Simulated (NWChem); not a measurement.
System: ZrHF3; SMILES [ZrH]([F])([F])[F]

NWChem printed, in part:

```
             Northwest Computational Chemistry Package (NWChem) 7.3.0
             --------------------------------------------------------

 C3  symmetry detected

                             Geometry "geometry" -> ""
                             -------------------------

 Output coordinates in angstroms (scale by  1.889725989 to convert to a.u.)

  No.       Tag          Charge          X              Y              Z
 ---- ---------------- ---------- -------------- -------------- --------------
    1 Zr                  40.0000    -0.00000000    -0.00000000    -0.18512921
    2 F                    9.0000     1.75265246    -0.51377108     0.34999379
    3 F                    9.0000    -1.32126504    -1.26095602     0.34999379
    4 F                    9.0000    -0.43138743     1.77472710     0.34999379
    5 H                    1.0000    -0.00000000    -0.00000000    -2.04466421

 Effective nuclear repulsion energy (a.u.)     357.0684744814

      Symmetry information
      --------------------

 Group name             C3
 Group number              5
 Group order               3
 No. of unique centers     3

                                 NWChem DFT Module
                                 -----------------

 Summary of "ao basis" -> "ao basis" (spherical)
 ------------------------------------------------------------------------------
       Tag                 Description            Shells   Functions and Types
 ---------------- ------------------------------  ------  ---------------------
 Zr                         def2-svp                11       31   5s3p2d1f
 F                          def2-svp                 6       14   3s2p1d
 H                          def2-svp                 3        5   2s1p

      Symmetry analysis of basis
      --------------------------

        a          30
        e+         24
        e-         24

  Rotation of axis

            General Information
            -------------------
          SCF calculation type: DFT
          Wavefunction type:  closed shell.
          No. of atoms     :     5
          No. of electrons :    40
           Alpha electrons :    20
            Beta electrons :    20
          Charge           :     0
          Spin multiplicity:     1
          Use of symmetry is: on ; symmetry adaption is: on
          Maximum number of iterations: 150
          AO basis - number of functions:    78
                     number of shells:    32
          Convergence on energy requested:  1.00D-06
          Convergence on density requested:  1.00D-05
          Convergence on gradient requested:  5.00D-04

              XC Information
              --------------
                         B3LYP Method XC Potential
                     Hartree-Fock (Exact) Exchange  0.200
                        Slater Exchange Functional  0.800 local
                    Becke 1988 Exchange Functional  0.720 non-local
              Lee-Yang-Parr Correlation Functional  0.810
                  VWN I RPA Correlation Functional  0.190 local

             Grid Information
             ----------------
          Grid used for XC integration:  medium
          Radial quadrature: Mura-Knowles
          Angular quadrature: Lebedev.
          Tag              B.-S. Rad. Rad. Pts. Rad. Cut. Ang. Pts.
          ---              ---------- --------- --------- ---------
          Zr                  1.55      123          10.0       590
          F                   0.50       49           8.0       434
          H                   0.35       45          10.0       434
          Grid pruning is: on
          Number of quadrature shells:   217
          Spatial weights used:  Erf1

      Superposition of Atomic Density Guess
      -------------------------------------

 Sum of atomic energies:        -351.87629778

      Non-variational initial energy
      ------------------------------

 Total energy =    -344.439618
 1-e energy   =    -771.008511
 2-e energy   =     287.673142
 HOMO         =      -0.375118
 LUMO         =      -0.015869

      Symmetry analysis of molecular orbitals - initial
      -------------------------------------------------

  Numbering of irreducible representations:

     1 a           2 e+          3 e-

  Orbital symmetries:

     1 a           2 e+          3 e+          4 a           5 e+
     6 e+          7 a           8 a           9 e+         10 e+
    11 a          12 e+         13 e+         14 e+         15 e+
    16 a          17 a          18 e+         19 e+         20 a
    21 a          22 e+         23 e+         24 a          25 e+
    26 e+         27 e+         28 e+         29 a          30 a

     ---------------------------------------------
      Total Density - Mulliken Population Analysis
     ---------------------------------------------

    Atom       Charge   Shell Charges
 -----------   ------   -------------------------------------------------------
    1 Zr  12     9.56  -0.47  1.59  0.90  0.34  0.14  5.84  0.29  0.06  0.64  0.14  0.09
    2 F    9     9.70   1.99  1.16  0.79  3.59  2.16  0.00
    3 F    9     9.70   1.99  1.16  0.79  3.59  2.16  0.00
    4 F    9     9.70   1.99  1.16  0.79  3.59  2.16  0.00
    5 H    1     1.33   0.73  0.60  0.00

   convergence    iter        energy       DeltaE   RMS-Dens  Diis-err
 ---------------- ----- ----------------- --------- --------- ---------
 d= 0,ls=0.0,diis     1   -346.9249533781 -4.86D+02  4.20D-02  1.98D+00
 d= 0,ls=0.0,diis     2   -344.5461218578  2.38D+00  2.79D-02  2.95D+01
 d= 0,ls=0.0,diis     3   -347.1909607122 -2.64D+00  1.93D-03  1.22D-01
 d= 0,ls=0.0,diis     4   -347.2018225033 -1.09D-02  6.72D-04  3.85D-03
 d= 0,ls=0.0,diis     5   -347.2023392611 -5.17D-04  1.50D-04  1.95D-04
  Resetting Diis
 d= 0,ls=0.0,diis     6   -347.2023618057 -2.25D-05  4.53D-05  1.04D-05
 d= 0,ls=0.0,diis     7   -347.2023633385 -1.53D-06  1.45D-05  5.63D-07
 d= 0,ls=0.0,diis     8   -347.2023633018  3.67D-08  6.86D-06  1.16D-06

         Total DFT energy =     -347.202363301808
      One electron energy =     -774.192741696753
           Coulomb energy =      325.812467426629
    Exchange-Corr. energy =      -37.717840052901
 Nuclear repulsion energy =      138.895751021216

 Numeric. integr. density =       39.999995094364

                  Occupations of the irreducible representations
                  ----------------------------------------------

                     irrep           alpha         beta
                     --------     --------     --------
                     a                 8.0          8.0
                     e+               12.0         12.0
                     e-                0.0          0.0

                       DFT Final Molecular Orbital Analysis
                       ------------------------------------

 Vector   18  Occ=2.000000D+00  E=-4.291210D-01  Symmetry=e+
              MO Center= -4.0D-02, -8.5D-02,  3.4D-01, r^2= 3.7D+00
   Bfn.  Coefficient  Atom+Function         Bfn.  Coefficient  Atom+Function
  ----- ------------  ---------------      ----- ------------  ---------------
    51      0.361872  3 F  pz                63      0.341108  4 F  px
    36      0.291463  2 F  py                54     -0.249301  3 F  pz
    37     -0.238939  2 F  pz                66     -0.231875  4 F  px
    39     -0.196785  2 F  py                 6      0.176116  1 Zr px
    40      0.164610  2 F  pz                50     -0.158502  3 F  py

 Vector   19  Occ=2.000000D+00  E=-4.291210D-01  Symmetry=e+
              MO Center=  4.0D-02,  8.5D-02,  3.4D-01, r^2= 3.7D+00
   Bfn.  Coefficient  Atom+Function         Bfn.  Coefficient  Atom+Function
  ----- ------------  ---------------      ----- ------------  ---------------
    65      0.346878  4 F  pz                37     -0.279902  2 F  pz
    49      0.264835  3 F  px                68     -0.238972  4 F  pz
    50     -0.234274  3 F  py                40      0.192830  2 F  pz
    36     -0.188154  2 F  py                35     -0.185129  2 F  px
    52     -0.179206  3 F  px                64      0.178466  4 F  py

 Vector   20  Occ=2.000000D+00  E=-3.228668D-01  Symmetry=a
              MO Center= -1.2D-15,  3.6D-15, -1.6D+00, r^2= 1.6D+00
   Bfn.  Coefficient  Atom+Function         Bfn.  Coefficient  Atom+Function
  ----- ------------  ---------------      ----- ------------  ---------------
    74      0.428930  5 H  s                 17      0.356539  1 Zr d  0
    75      0.292598  5 H  s                  4      0.256307  1 Zr s
     2     -0.238448  1 Zr s                  8      0.209985  1 Zr pz
    11     -0.108324  1 Zr pz                 1     -0.107714  1 Zr s
     3     -0.086600  1 Zr s                 14     -0.052346  1 Zr pz

 Vector   21  Occ=0.000000D+00  E=-7.527568D-02  Symmetry=e+
              MO Center= -2.1D-02, -4.1D-02, -3.3D-01, r^2= 2.0D+00
   Bfn.  Coefficient  Atom+Function         Bfn.  Coefficient  Atom+Function
  ----- ------------  ---------------      ----- ------------  ---------------
    18      0.691815  1 Zr d  1              16     -0.463374  1 Zr d -1
    15     -0.254811  1 Zr d -2              23      0.178506  1 Zr d  1
    51      0.167680  3 F  pz                54     -0.147904  3 F  pz
    21     -0.119562  1 Zr d -1              37     -0.109049  2 F  pz
    12      0.106022  1 Zr px                40      0.096188  2 F  pz

 Vector   22  Occ=0.000000D+00  E=-7.527568D-02  Symmetry=e+
              MO Center=  2.1D-02,  4.1D-02, -3.3D-01, r^2= 2.0D+00
   Bfn.  Coefficient  Atom+Function         Bfn.  Coefficient  Atom+Function
  ----- ------------  ---------------      ----- ------------  ---------------
    16      0.691815  1 Zr d -1              18      0.463374  1 Zr d  1
    19      0.254811  1 Zr d  2              21      0.178506  1 Zr d -1
    65      0.159770  4 F  pz                68     -0.140926  4 F  pz
    37     -0.130661  2 F  pz                23      0.119562  1 Zr d  1
    40      0.115251  2 F  pz                13     -0.106022  1 Zr py

 Vector   23  Occ=0.000000D+00  E=-3.780532D-02  Symmetry=a
              MO Center=  2.4D-15,  2.3D-14, -1.6D-01, r^2= 4.7D+00
   Bfn.  Coefficient  Atom+Function         Bfn.  Coefficient  Atom+Function
  ----- ------------  ---------------      ----- ------------  ---------------
    17      0.684147  1 Zr d  0               4      0.440654  1 Zr s
    75     -0.418158  5 H  s                 14      0.392673  1 Zr pz
    22      0.238460  1 Zr d  0               8     -0.204674  1 Zr pz
     5     -0.195850  1 Zr s                 37      0.140874  2 F  pz
    51      0.140874  3 F  pz                65      0.140874  4 F  pz

     ---------------------------------------------
      Total Density - Mulliken Population Analysis
     ---------------------------------------------

    Atom       Charge   Shell Charges
 -----------   ------   -------------------------------------------------------
    1 Zr  12    10.78  -0.49  1.68  0.85  0.33  0.01  5.91  0.36  0.11  1.55  0.34  0.14
    2 F    9     9.34   1.99  1.13  0.81  3.33  2.07  0.00
    3 F    9     9.34   1.99  1.13  0.81  3.33  2.07  0.00
    4 F    9     9.34   1.99  1.13  0.81  3.33  2.07  0.00
    5 H    1     1.20   0.72  0.48  0.01

     -------------------------------------------
      Total Density - Lowdin Population Analysis
     -------------------------------------------

    Atom       Charge   Shell Charges
 -----------   ------   -------------------------------------------------------
    1 Zr  12    11.43   0.00  0.94  0.96  0.34  0.14  5.37  0.96  0.21  1.47  0.75  0.28
    2 F    9     9.15   1.98  1.02  0.77  3.21  2.16  0.00
    3 F    9     9.15   1.98  1.02  0.77  3.21  2.16  0.00
    4 F    9     9.15   1.98  1.02  0.77  3.21  2.16  0.00
    5 H    1     1.14   0.65  0.48  0.01

     Multipole analysis of the density
     ---------------------------------

     L   x y z        total         alpha         beta         nuclear
     -   - - -        -----         -----         ----         -------
     0   0 0 0     -0.000000    -20.000000    -20.000000     40.000000

     1   1 0 0      0.000000      0.000000      0.000000      0.000000
     1   0 1 0      0.000000      0.000000      0.000000     -0.000000
     1   0 0 1      0.061437     -4.867090     -4.867090      9.795617

     2   2 0 0    -31.026511    -95.920489    -95.920489    160.814466
     2   1 1 0      0.000000      0.000000      0.000000     -0.000000
     2   1 0 1      0.000000      0.000000      0.000000      0.000000
     2   0 2 0    -31.026511    -95.920489    -95.920489    160.814466
     2   0 1 1      0.000000      0.000000      0.000000      0.000000
     2   0 0 2    -29.641410    -28.925174    -28.925174     28.208938
```

Level: B3LYP/def2-SVP with def2 effective core potentials on Zr. The geometry was optimised at PBE-D3(BJ)/def2-SVP. def2 effective core potentials on Zr; no spin-orbit coupling.

### Question
Reconstruct the input file.

### Answer
One answer among several that fit: the input that was run:
```
start job
memory heap 200 mb stack 900 mb global 1100 mb
geometry units angstroms noautoz
  Zr     0.000000     0.000000    -0.123651
  F      1.825443     0.059244     0.411472
  F     -0.861414    -1.610502     0.411472
  F     -0.964028     1.551258     0.411472
  H      0.000000     0.000000    -1.983186
end
basis spherical
  Zr library def2-svp
  F library def2-svp
  H library def2-svp
end
ecp
  Zr library def2-ecp
end
dft
  xc b3lyp
  iterations 150
  mulliken
end
task dft energy
```
